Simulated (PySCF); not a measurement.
# Radial density of Re (rhenium, neutral)

r2SCAN, [Xe] 4f14 5d5 6s2, high-spin 6S determinant. Calculation: PySCF 2.14, in ANO-RCC-VTZP; the spin-free X2C one-electron Hamiltonian (Gaussian nucleus).

| r (bohr) | 4πr²ρ (e/bohr) | 4πr²(ρα − ρβ) |
| --- | --- | --- |
| 0.0193 | 92.85 | -0.0039 |
| 0.0324 | 102.8 | -0.0002 |
| 0.0545 | 138.6 | 0.0627 |
| 0.0916 | 107.6 | 0.2296 |
| 0.154 | 127.0 | 0.1189 |
| 0.259 | 69.32 | 0.0715 |
| 0.436 | 77.91 | 0.3983 |
| 0.733 | 29.07 | 0.2113 |
| 1.23 | 12.60 | 2.9409 |
| 2.07 | 3.530 | 2.1961 |
| 3.49 | 0.9242 | 0.3100 |
| 5.87 | 0.07782 | -0.0168 |
| 9.87 | 0.0006603 | -0.0005 |

Densities and radii are taken from the X2C orbitals without a picture-change correction, which distorts them close to the nucleus.

Spin-orbit coupling, which splits the p, d and f shells strongly at this Z, is absent.

**Question.** Where is the radial spin density 4πr²(ρα − ρβ) most negative, and why is it negative at all?

**Answer.** Around r = 5.87 bohr, down to -0.0168 e/bohr: exchange with the open shell polarises the paired shells in an unrestricted calculation.
